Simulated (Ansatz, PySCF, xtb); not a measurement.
Gas-phase reaction R1 → P1 + P2, each structure at its B3LYP-D3(BJ)/def2-TZVP stationary point, reached from a drawn start (curvature not checked).
R1, H4Sn (SMILES [SnH4]) (charge 0, multiplicity 1, Z-matrix in Å and degrees):
```
Sn
H 1 1.7085
H 1 1.7085 2 109.47
H 1 1.7085 2 109.47 3 120.00
H 1 1.7085 2 109.47 3 -120.00
```
P1, H2Sn (SMILES [SnH2]) (charge 0, multiplicity 1):
```xyz
3

Sn     0.00000     0.00000    -0.83525
H      1.26527     0.00000     0.41768
H     -1.26527     0.00000     0.41768
```
P2: H2 (SMILES [H][H]), charge 0, multiplicity 1.

P less R. No zero-point or thermal terms; no spin–orbit coupling.

The values were computed with Ansatz (a program for electronic structure) with Gaussian orbitals; PySCF for the D3/D4 terms; xtb for the GFN methods. Each number belongs to the level named beside it. Elements past Kr take the def2 small-core potentials, without spin–orbit coupling.

Task: One of these levels gives 29.79 kcal/mol for the reaction energy. Which?
(A) GFN1-xTB
(B) PBE0-D3(BJ)/def2-TZVPP
(C) BLYP-D4/def2-TZVPP
(D) B3LYP/def2-TZVPP

Result: A, GFN1-xTB. The others give 15.69 (BLYP-D4/def2-TZVPP), 18.42 (B3LYP/def2-TZVPP), 24.65 (PBE0-D3(BJ)/def2-TZVPP)
